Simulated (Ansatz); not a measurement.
`N[Si](O)(O)O` and `N[SiH](O)O` differ in one atom or group.

Ansatz, PBE0-D4/def2-TZVP geometries, multiplicity 1. Each molecule was computed in one conformer, which needn't be the lowest.

```
                                          property  `N[Si](O)(O)O`
size of the dipole moment (ωB97M-V/def2-TZVPP) / D            1.07
              HOMO–LUMO gap (PBE0/def2-TZVPP) / eV            8.18
           HOMO–LUMO gap (ωB97M-V/def2-TZVPP) / eV           12.03
                 HOMO energy (PBE/def2-TZVPP) / eV           -6.06
               HOMO energy (B3LYP/def2-TZVPP) / eV           -7.33
    size of the dipole moment (PBE/def2-TZVPP) / D            1.04
```

Task: Give the same properties after the change, and the shifts. (Estimate.)

Result: The calculation gave: 
| property | `N[SiH](O)O` | shift |
| --- | --- | --- |
| size of the dipole moment (ωB97M-V/def2-TZVPP) / D | 3.06 | 1.99 |
| HOMO–LUMO gap (PBE0/def2-TZVPP) / eV | 8.43 | 0.25 |
| HOMO–LUMO gap (ωB97M-V/def2-TZVPP) / eV | 12.21 | 0.18 |
| HOMO energy (PBE/def2-TZVPP) / eV | -6.29 | -0.23 |
| HOMO energy (B3LYP/def2-TZVPP) / eV | -7.53 | -0.20 |
| size of the dipole moment (PBE/def2-TZVPP) / D | 2.99 | 1.95 |

With PBE0 the HOMO falls by 0.18 eV and the LUMO rises by 0.07 eV, so the gap widens by about 0.25 eV. PBE moves the HOMO by -0.23 eV and ωB97M-V by -0.14 eV. The zero-point energy changes by -15.8 kJ/mol with -3 modes. Dipoles are sizes alone; their direction can turn.

B3LYP here is the variant with VWN-RPA as its local correlation; programs differ in this.
